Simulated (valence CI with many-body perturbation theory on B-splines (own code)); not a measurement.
Sn XXVII: magnetic and hyperfine properties of the levels

Calculated by relativistic CI+MBPT: six valence electrons over a frozen Dirac-Fock core [Ar], radial functions for each j: 7 s, 7 p, 8 d, 6 f, 4 g, 1 h, with the one-electron correlation potential Σ1, the two-electron term Σ2, the three-electron term Σ3, Breit, model QED; selected CI, second order for the rest, scaled by the run's own slope (own B-spline code, finite nucleus).

The last digits are not significant, and no measured levels were compared; by estimate large intervals hold to a few tenths of a per cent, small ones and those within an open d or f shell to about a per cent. Core correlation moves these levels by up to 10000 cm⁻¹, and in measured spectra 5 to 20 % of such shifts remained as error; rates that hang on mixing are uncertain with them. Among the levels kept, up to 960 cm⁻¹ of a level comes from second order outside the variational space, and about a tenth of that is noise between levels of different J, which matters for small intervals. Only levels of the ground parity were solved; by the run's estimate the other parity begins above the list, which can be wrong where configurations are misplaced.

A/g_I is the dipole constant over the nuclear g factor μ/I (μ in nuclear magnetons, uniformly magnetised nucleus), B/Q the quadrupole constant per barn. Both hold the static response of the core; the bare values leave it out. Large factors of s and p1/2 electrons are usually good to 5 to 10 %; those of open d and f shells near neutrality can be off by tens of per cent, and small factors of p3/2, d and f electrons come from cancelling terms and can be off by a factor of two or in sign, in half-filled shells by more. B is blank for J = 1/2, where it vanishes, and for nearly pure S terms. Energies count from the lowest level. Levels with J = 0 are left out.

Names give the largest LS component (configuration and term), which can be under half, so a name can repeat, a term be missing and a line seem to break the LS rules; names also repeat where a configuration has a term twice. Letters in brackets count levels of one name in rising energy.

```csv
Level,E (cm⁻¹),g,A/g_I (MHz),A/g_I bare,B/Q (MHz/b),B/Q bare
3d⁶ ⁵D_4,0,1.414,7060,7530,16500,16800
3d⁶ ⁵D_2 [a],32970,1.419,6970,7450,-4800,-4890
3d⁶ ⁵D_3,49934,1.454,4470,4990,3200,3270
3d⁶ ⁵D_1,68105,1.449,5910,6420,-5680,-5790
3d⁶ ³H_4 [a],89765,1.079,9820,9960,10400,10600
3d⁶ ³H_6,115590,1.131,11800,12000,-11500,-11800
3d⁶ ³G_5,115970,1.116,10800,11000,5500,5620
3d⁶ ⁵D_2 [b],131630,1.272,5250,5580,-8100,-8260
3d⁶ ³F_3 [a],138960,1.009,13500,13600,8780,8940
3d⁶ ³F_2 [a],142980,0.982,13800,13800,-3830,-3910
3d⁶ ³H_4 [b],172320,0.991,12200,12200,-1970,-2000
3d⁶ ³D_1,184360,0.812,13300,13100,6030,6160
3d⁶ ³G_4,185000,1.088,13200,13300,-769,-785
3d⁶ ³D_2,186520,1.157,10300,10500,13100,13400
3d⁶ ³H_5,191930,1.110,12000,12200,-9620,-9810
3d⁶ ³D_3,202450,1.271,7480,7800,-10500,-10700
3d⁶ ³G_3,211050,0.925,15300,15300,0.199,3.37
3d⁶ ¹I_6,213340,1.028,13300,13400,-16300,-16600
3d⁶ ¹F_3,227120,1.003,13800,13800,-15500,-15800
3d⁶ ³P_1 [a],238020,1.268,6960,7280,726,740
3d⁶ ¹G_4 [a],253080,1.032,13800,13900,3810,3910
3d⁶ ¹D_2 [a],255030,1.045,12600,12700,-6560,-6710
3d⁶ ³P_1 [b],278800,1.457,2120,2640,-4280,-4370
3d⁶ ³F_4,301430,1.184,10500,10800,-20200,-20600
3d⁶ ³F_2 [b],304220,0.732,19000,18800,-8880,-9060
3d⁶ ¹G_4 [b],348050,1.034,12400,12500,-11700,-12000
3d⁶ ³P_2,350350,1.362,7670,8090,-16700,-17000
3d⁶ ³F_3 [b],353140,1.065,12400,12500,-19300,-19700
3d⁶ ¹D_2 [b],418590,1.001,13700,13800,20300,20700
```

Task: Take the isotope of mass number 117, with I = 1/2, μ = -0.9995 μN. What is the hyperfine structure of 3d⁶ ⁵D_4?

Result: From the table A = -14100 MHz. Shifts from the centre of gravity in MHz: F = 7/2: 35200, F = 9/2: -28200.
